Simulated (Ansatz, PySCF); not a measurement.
ClH2NOSW, multiplicity 1. Atoms are numbered in the order given.

```xyz
7

W      0.1415    -0.1089    -0.1187
O      1.8144    -0.3649     0.1148
N     -0.4599    -1.1266    -1.4182
H     -0.2480    -1.8146    -2.1399
Cl    -0.2773     2.0960    -0.6456
S     -0.9222    -0.8530     1.8534
H     -2.0492    -1.3036     1.2525
```

Coordinates come from a B3LYP-D3(BJ)/def2-SVP optimisation. The spin state was assumed, not searched. The structure was generated by enumeration; whether it is a known compound was not checked. The def2 effective core potentials stand for the cores of W; spin–orbit coupling is left out. Other conformers were not sampled.

Vertical ionisation energy (IE) and electron affinity (EA) in eV. Rows of orbital energies are one-electron estimates. Where ΔSCF, EOM or ADC give a negative EA the extra electron is unbound and the value depends on the basis.

| level | IE | EA |
|---|---|---|
| −ε(HOMO), −ε(LUMO), ωB97X/def2-TZVP (PySCF) | 10.51 | 0.73 |
| −ε(HOMO), −ε(LUMO), PBE/def2-TZVP (PySCF) | 7.00 | 3.35 |
| ΔSCF, CAM-B3LYP/def2-SVPD (Ansatz), final states of multiplicity 2 and 2 | 10.34 | 1.31 |
| ΔSCF, PBE/def2-SVPD (Ansatz), final states of multiplicity 2 and 2 | 9.91 | 0.82 |

Question: What vertical singlet–triplet gap does ΔSCF give with CAM-B3LYP/def2-SVPD (Ansatz, a program for electronic structure) and with PBE/def2-SVPD (Ansatz)? (An estimate is asked for; the answer gives what the named calculation found.)

Answer: 3.65 and 3.61 eV (triplet above singlet where positive).
